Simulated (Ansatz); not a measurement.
`C[C](=N)[AlH2]`, relaxed with RKS PBE0-D4/def2-TZVP in the Gaussian-basis code of Ansatz from a PBE-D4/def2-SVP geometry. The force threshold is 0.005 eV/Å; the program also tests the step.

Charge 0, multiplicity 1.

Start:

```xyz
10

C    -0.845    0.063   -1.236
C    -0.100   -0.406   -0.008
N    -0.192   -1.658    0.312
Al    0.997    0.815    1.142
H    -1.552    0.883   -0.982
H    -1.404   -0.778   -1.696
H    -0.140    0.487   -1.984
H     0.364   -1.857    1.169
H     1.727    0.052    2.350
H     1.145    2.400    0.934
```

| step | energy (eV) | largest force (eV/Å) | largest move (Å) |
| --- | --- | --- | --- |
| 1 | -10251.6368 | 1.055 | 0.000 |
| 2 | -10251.6742 | 0.242 | 0.037 |
| 3 | -10251.6770 | 0.055 | 0.014 |
| 4 | -10251.6770 | 0.053 | 0.004 |
| 5 (rejected) | -10251.6769 | 0.063 | 0.022 |
| 6 | -10251.6776 | 0.016 | 0.011 |
| 7 | -10251.6777 | 0.007 | 0.007 |
| 8 | -10251.6777 | 0.014 | 0.015 |
| 9 | -10251.6778 | 0.023 | 0.015 |
| 10 | -10251.6778 | 0.012 | 0.002 |
| 11 (rejected) | -10251.6776 | 0.047 | 0.007 |
| 12 | -10251.6778 | 0.004 | 0.003 |
| 13 | -10251.6778 | 0.007 | 0.005 |
| 14 | -10251.6778 | 0.006 | 0.004 |
| 15 | -10251.6778 | 0.003 | 0.001 |

End:

```xyz
10

C    -0.847    0.062   -1.227
C    -0.100   -0.390   -0.010
N    -0.170   -1.628    0.306
Al    0.992    0.804    1.141
H    -1.569    0.843   -0.967
H    -1.372   -0.776   -1.691
H    -0.162    0.509   -1.955
H     0.373   -1.832    1.149
H     1.668    0.046    2.362
H     1.188    2.361    0.892
```

Run time 59 s (2 threads of an Arm Neoverse V1 on a shared host); peak host memory 0.35 GiB.
